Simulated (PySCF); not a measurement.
B(H)(F)(Et) (C2H6BF), SMILES CCBF. Coordinates come from a r2SCAN-D4/def2-SVP optimisation. One conformer was computed; it need not be the lowest.

Computed equilibrium geometry at r2SCAN-D4/def2-SVP (PySCF confirms it by a frequency run) as Cartesian coordinates in Å (one conformer of several):
```xyz
10

B     -0.3424     0.6309     0.4738
H     -0.9855     1.5060    -0.0711
F     -0.3039     0.6711     1.8038
C      0.4535    -0.4827    -0.2779
C      0.1220    -0.6714    -1.7578
H      0.3729    -1.4300     0.2880
H      1.5195    -0.1927    -0.1552
H      0.2374     0.2708    -2.3173
H     -0.9201    -1.0018    -1.8961
H      0.7698    -1.4222    -2.2368
```
